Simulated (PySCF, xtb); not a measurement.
CHS2, SMILES C(=S)=[SH+], charge +1.

Coordinates come from a B3LYP-D3(BJ)/def2-TZVP optimisation. The isomer is the one that the SMILES or the coordinates give; other isomers of the formula were not compared.

Computed with IEF-PCM-M06-2X/def2-SVP run with PySCF 2.14.0.

The values are the electrostatic part of the solvation free energy, E(continuum) − E(gas) at the gas-phase geometry, in a cavity of scaled van der Waals radii (PySCF's table); cavitation and dispersion terms are not included. In vacuum the orbital gap is 7.18 eV.

Computed values in water (ε = 78.36), 2-propanol (ε = 19.26), diethylether (ε = 4.24):
```tsv
solvent	ε	ΔG(elec) (kcal/mol)	gap (eV)
water	78.36	-61.6	7.24
2-propanol	19.26	-59.1	7.24
diethylether	4.24	-47.5	7.22
```

For comparison, GFN2-xTB/ALPB(water) (xtb, at the GFN2-xTB geometry, all terms of that model) gives -56.6 kcal/mol.
